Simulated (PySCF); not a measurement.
C₃H₁₂N₂Si, SMILES CC(C)[SiH](N)N.

Coordinates come from a PBE-D3(BJ)/def2-SVP optimisation. This is a generated structure with no PubChem entry under its InChIKey; it may be hypothetical. One conformer was computed; it need not be the lowest.

Two levels are set side by side: TDA-PBE/def2-SVPD (PySCF) and TDA-PBE0/def2-SVPD (PySCF). Vertical, same geometry. The lowest singlet is HOMO→LUMO 99 % with PBE and HOMO→LUMO 91 % with the other functional; states are paired by order. Differences are taken from unrounded values.

| quantity | TDA-PBE0 |
|---|---|
| lowest singlet excitation (eV) | 6.30 |
| lowest triplet excitation (TDA) (eV) | 6.01 |

Task: What does TDA-PBE give, and how far is it from TDA-PBE0? (Estimate from the structure and the level; the computed values follow.)

Result: 
```json
[
 {"quantity": "lowest singlet excitation (eV)", "TDA-PBE": "5.48", "TDA-PBE minus TDA-PBE0": "-0.82"},
 {"quantity": "lowest triplet excitation (TDA) (eV)", "TDA-PBE": "5.32", "TDA-PBE minus TDA-PBE0": "-0.69"}
]
```

Functionals without exact exchange tend to place singlet excitations lower, as here. Differences between two approximate levels are no errors against the true value.

Rough cost on one machine, each run with all the roots and properties that it gave: TDA-PBE0 against TDA-PBE about 3 times.
